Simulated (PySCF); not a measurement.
Where the electron goes

Species: C₆H₈O₃.
Numbering: `[O:1]=[CH:2][O:3][C@@H:4]1[CH2:5][CH2:6][CH2:7][C:8]1=[O:9]` (hydrogens: H10 on C2; H11 on C4; H12, H13 on C5; H14, H15 on C6; H16, H17 on C7)

Theory: TDDFT PBE0/def2-SVPD, vertical, gas phase, core orbitals frozen in the response (PySCF). Isolated species at its PBE0-D3(BJ)/def2-SVP geometry (one conformer only).

Kohn–Sham orbitals with the atoms that hold most of them (Löwdin shares over 4%, at most four atoms; ? is withheld):

```tsv
orbital	ε (eV)	atoms
LUMO+2	0.45	C6 17%, C7 11%, C5 11%, H14 10%
LUMO+1	-0.07	C2 42%, O1 30%, O3 15%, H10 8%
LUMO	?	?
HOMO	-7.40	?
HOMO-1	-8.51	O1 66%, C2 13%, O3 8%, H10 6%
HOMO-2	-9.47	O3 37%, O1 28%, O9 12%, C2 8%
HOMO-3	-9.92	C6 17%, C5 17%, C4 10%, H13 10%
```

**Question.** Give the leading atoms of the HOMO.

**Answer.** O9 (bonded to C) 49%; C8 (bonded to 2 C and O) 12%; C4 (bonded to 2 C, O and H) 12%; C7 (bonded to 2 C and 2 H) 10%. By element: oxygen 49% or more, carbon 34% or more.

**Question.** Which atoms hold the LUMO, and with what shares?

**Answer.** C8 (bonded to 2 C and O) 35%; O9 (bonded to C) 29%; C7 (bonded to 2 C and 2 H) 9%; C4 (bonded to 2 C, O and H) 7%. By element: carbon 51% or more, oxygen 29% or more.

**Question.** What is the LUMO energy, and the HOMO–LUMO gap?

**Answer.** ε(LUMO) = -1.06 eV; the gap is 6.34 eV (0.2331 hartree).

**Question.** The HOMO–LUMO gap is 6.34 eV. Where does the response calculation put the lowest singlet, and from which orbitals?

**Answer.** S1 is at 4.19 eV (f = 0.0002), 2.16 eV below the gap, made of HOMO→LUMO (97%). 

**Question.** Give energy, strength and leading configuration of S1, S3, S4 and S6, and follow the Löwdin shares of the leading atoms from the occupied to the empty orbital.

**Answer.** 
- S1 (4.19 eV, f 0.0002), HOMO→LUMO (97%): O9 49% → 29%, C8 12% → 35%
- S3 (6.32 eV, f 0.044), HOMO→LUMO+1 (83%): O9 49% → at most 6%, C8 12% → at most 6%, C2 at most 11% → 42%, O1 at most 11% → 30%
- S4 (6.51 eV, f 0.037), HOMO-1→LUMO (76%): O1 66% → at most 8%, C2 13% → at most 8%, C8 at most 7% → 35%, O9 at most 7% → 29%
- S6 (7.02 eV, f 0.0042), HOMO-2→LUMO (91%): O3 37% → at most 8%, O1 28% → at most 8%, C8 at most 8% → 35%, O9 12% → 29%

Löwdin shares depend on the basis, the more so with diffuse functions.
